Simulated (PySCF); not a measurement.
BrCs, triplet, at the geometry of the source list (a higher spin typed on purpose: for a closed-shell molecule this is an excited state) (core potentials on Cs); HF/def2-TZVP (PySCF).

Here is a job for PySCF.
```python
from pyscf import gto, scf

mol = gto.Mole()
mol.atom = '''
    Cs   -1.025200   -0.718300   -0.872300
    Br    1.025200    0.718300    0.872300
'''
mol.basis = 'def2-tzvp'
mol.ecp = {'Cs': 'def2-tzvp'}
mol.charge = 0
mol.spin = 2
mol.verbose = 4
mol.build()

mf = scf.UHF(mol)
mf.init_guess = 'sap'
mf.kernel()
```

Question: Predict the main parts of the log of this PySCF run.

Answer: 
```
PySCF version 2.14.0

[INPUT] verbose = 4
[INPUT] num. atoms = 2
[INPUT] num. electrons = 44
[INPUT] charge = 0
[INPUT] spin (= nelec alpha-beta = 2S) = 2
[INPUT] symmetry False subgroup None
[INPUT] Mole.unit = angstrom
[INPUT] Symbol           X                Y                Z      unit          X                Y                Z       unit  Magmom
[INPUT]  1 Cs    -1.025200000000  -0.718300000000  -0.872300000000 AA   -1.937347222904  -1.357390275275  -1.648408098458 Bohr   0.0
[INPUT]  2 Br     1.025200000000   0.718300000000   0.872300000000 AA    1.937347222904   1.357390275275   1.648408098458 Bohr   0.0

nuclear repulsion = 54.6260490401001
number of shells = 27
number of NR pGTOs = 143
number of NR cGTOs = 77
basis = def2-tzvp
ecp = {'Cs': 'def2-tzvp'}

******** <class 'pyscf.scf.uhf.UHF'> ********
method = UHF
initial guess = sap
damping factor = 0
level_shift factor = 0
DIIS = <class 'pyscf.scf.diis.CDIIS'>
diis_start_cycle = 1
diis_space = 8
diis_damp = 0
SCF conv_tol = 1e-09
SCF conv_tol_grad = None
SCF max_cycles = 50
direct_scf = True
direct_scf_tol = 1e-13
number electrons alpha = 23  beta = 21
Set gradient conv threshold to 3.16228e-05
Initial guess from superposition of atomic potentials (doi:10.1021/acs.jctc.8b01089)
This is the Gaussian fit version as described in doi:10.1063/5.0004046.
Found SAP basis sapgrasplarge

WARN: SAP basis coefficients must be equal or closeto total electronic charge: -90.0 !≃ 44
Check fails with value 46.0

init E= -2542.03864665606

cycle= 1 E= -2578.18892500404  delta_E= -36.2  |g|= 6.76  |ddm|= 22.1
cycle= 2 E= -2441.54682772763  delta_E=  137  |g|= 10.3  |ddm|= 14.8
cycle= 3 E= -2582.92480724895  delta_E= -141  |g|= 5.22  |ddm|=   14

cycle= 4 E= -2588.94769223153  delta_E= -6.02  |g|= 3.12  |ddm|= 2.07

cycle= 5 E= -2590.7503239124  delta_E= -1.8  |g|= 1.61  |ddm|= 1.52

cycle= 6 E= -2592.01068167494  delta_E= -1.26  |g|= 0.458  |ddm|= 2.24

cycle= 7 E= -2592.20360167576  delta_E= -0.193  |g|= 0.122  |ddm|= 0.804
cycle= 8 E= -2592.22245450938  delta_E= -0.0189  |g|= 0.0288  |ddm|= 0.313
cycle= 9 E= -2592.22455071784  delta_E= -0.0021  |g|= 0.0103  |ddm|= 0.118
cycle= 10 E= -2592.22523510259  delta_E= -0.000684  |g|= 0.00563  |ddm|= 0.0756
cycle= 11 E= -2592.2255780274  delta_E= -0.000343  |g|= 0.00314  |ddm|= 0.0661
cycle= 12 E= -2592.22571601559  delta_E= -0.000138  |g|= 0.00105  |ddm|= 0.0572
cycle= 13 E= -2592.22573238641  delta_E= -1.64e-05  |g|= 0.000371  |ddm|= 0.0213
cycle= 14 E= -2592.22573395661  delta_E= -1.57e-06  |g|= 9.14e-05  |ddm|= 0.00776
cycle= 15 E= -2592.22573401411  delta_E= -5.75e-08  |g|= 2.55e-05  |ddm|= 0.00152
cycle= 16 E= -2592.22573401886  delta_E= -4.75e-09  |g|= 8.59e-06  |ddm|= 0.000524
cycle= 17 E= -2592.2257340195  delta_E= -6.41e-10  |g|= 3.18e-06  |ddm|= 0.000203
Extra cycle  E= -2592.22573401955  delta_E= -4.77e-11  |g|= 2.03e-06  |ddm|= 2.83e-05
converged SCF energy = -2592.22573401955  <S^2> = 2.009051  2S+1 = 3.0060279
```
